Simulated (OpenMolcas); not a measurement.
# Lines of Mn4+: computed and rescaled rates

| Quantity | Value |
| --- | --- |
| Program | OpenMolcas 26.06 |
| Method | CASSCF |
| Basis | ANO-RCC-VQZP [7s6p4d3f2g1h] |
| Scalar Hamiltonian | DKH2, point nucleus |
| Active space | 3 electrons in 10 orbitals (3d 4d) |
| State averaging | 2S+1 = 4 even, 10 roots; 2S+1 = 2 even, 40 roots |
| Spin-orbit coupling | state interaction with AMFI integrals over the reference wave functions, term energies averaged over their components |

Rates come from the transition moments of the reference wave functions (E1 and E2 in the length form). At fixed line strength A goes as λ^-3 for E1 and M1 and as λ^-5 for E2, so a rate at the computed wavelength can be rescaled to the measured one. Measured vacuum wavelengths follow from level energies in Corliss and Sugar, J. Phys. Chem. Ref. Data 6, 1253 (1977). Branching counts decays inside the model space alone, at computed energies, and the table is only a selection of the E2 and M1 lines, drawn from those between levels with measured partners whose computed energy lies within a factor of 1.5 of the measured one.

```tsv
Upper	Lower	Type	λ computed (nm)	λ measured (nm)	A computed (s-1)	A rescaled (s-1)	Branching %
3d3 2D 3/2(2)	3d3 2G 7/2	E2	191.7	222.4	2.04e+01	9.71e+00	71.7
3d3 2D 5/2(2)	3d3 2G 9/2	E2	194.5	226.2	1.78e+01	8.37e+00	64.7
3d3 2D 5/2(1)	3d3 4F 7/2	M1	344.4	420.3	5.23e-01		77.6
3d3 2D 3/2(1)	3d3 4F 5/2	M1	341.9	411.3	5.12e-01		56.6
3d3 2D 3/2(1)	3d3 4F 3/2	M1	337.7	405.3	2.88e-01		31.9
3d3 2G 9/2	3d3 4F 9/2	M1	510.1	588.7	2.73e-01		71.3
3d3 2F 5/2	3d3 2G 7/2	E2	377.8	438.3	2.57e-01	1.22e-01	35.2
3d3 2F 7/2	3d3 2G 9/2	E2	388.7	454	2.33e-01	1.07e-01	28.7
3d3 2P 1/2	3d3 4P 1/2	M1	1426	1504	1.51e-01		97.1
3d3 4P 1/2	3d3 4F 3/2	E2	495.3	608.5	1.32e-01	4.72e-02	62.3
3d3 4P 5/2	3d3 4F 9/2	E2	517.8	639.5	1.26e-01	4.39e-02	66.8
3d3 2G 7/2	3d3 4F 7/2	M1	507.7	586.3	1.10e-01		50.9
3d3 2G 9/2	3d3 4F 7/2	M1	494.7	569.4	1.08e-01		28.3
3d3 2G 7/2	3d3 4F 5/2	M1	495.2	570.3	9.99e-02		46.0
3d3 4P 3/2	3d3 4F 7/2	E2	513.2	634.5	9.39e-02	3.25e-02	47.4
3d3 2P 3/2	3d3 4F 5/2	M1	371.1	443.3	9.26e-02		25.3
3d3 4P 1/2	3d3 4F 5/2	E2	504.4	622.1	8.00e-02	2.80e-02	37.7
3d3 2H 9/2	3d3 2G 9/2	M1	1641	1521	7.64e-02		61.8
3d3 4P 3/2	3d3 4F 5/2	E2	500.5	615.9	7.60e-02	2.69e-02	38.4
3d3 4P 5/2	3d3 4F 7/2	E2	501.8	616.8	4.73e-02	1.69e-02	25.0
3d3 2H 9/2	3d3 2G 7/2	M1	1512	1412	4.34e-02		35.1
3d3 2H 11/2	3d3 2G 9/2	M1	1540	1442	4.20e-02		97.4
3d3 4F 9/2	3d3 4F 7/2	M1	16280	17330	6.27e-03	5.20e-03	100.0
3d3 4F 7/2	3d3 4F 5/2	M1	20230	21000	5.26e-03	4.70e-03	100.0
3d3 4F 5/2	3d3 4F 3/2	M1	27570	27860	2.07e-03	2.01e-03	100.0
```

Spin-changing lines and M1 lines between different terms are not rescaled, since their strength hangs on the term gaps too.

The largest correction is for 3d3 4P 3/2 → 3d3 4F 7/2 (E2): 9.39e-02 × (513.2 / 634.5)^5 = 3.25e-02 s-1, a factor of 0.35.

The computed rate and branching of 3d3 4F 5/2 → 3d3 4F 3/2 give the upper level a radiative lifetime of 1.000 / 2.07e-03 s-1 = 4.83e+02 s, counting decays inside the model space alone. The rescaled rate gives about 5.0e+02 s.

The computed order of these levels differs from the measured one in 5 places, and where term gaps are wrong the rates of spin-changing lines can be off by large factors.

These are rates of the free ion; in crystals, glasses and complexes forced electric-dipole and non-radiative decay shorten such lifetimes by orders of magnitude. No measured rate stands beside these. Rescaling mends the energy factor alone: line strengths can still be far off where a level mixes with configurations outside the active space, and weak or spin-changing lines hang on small mixing coefficients that depend on the term gaps too, so rescaling need not improve them.

Without dynamic correlation excited terms often stand tens of per cent too high (terms of higher spin than the ground term too low), and those without a measured partner can miss by more than the paired ones. Some levels mix across a computed gap that differs much from the measured one, so their mixing is not that of the real levels. Active for correlation alone: 4d; no level in the range computed is led by a configuration that fills it, so any true level of that kind is missing. Measured partners are found by configuration, term and J. A level has none where our copy of the source lacks it or the pairing is in doubt (some pairs that miss far off the trend of their configuration count as doubtful). Only configurations of the active space appear.

A number in round brackets counts repeated terms of one configuration in the order of the reference energies.
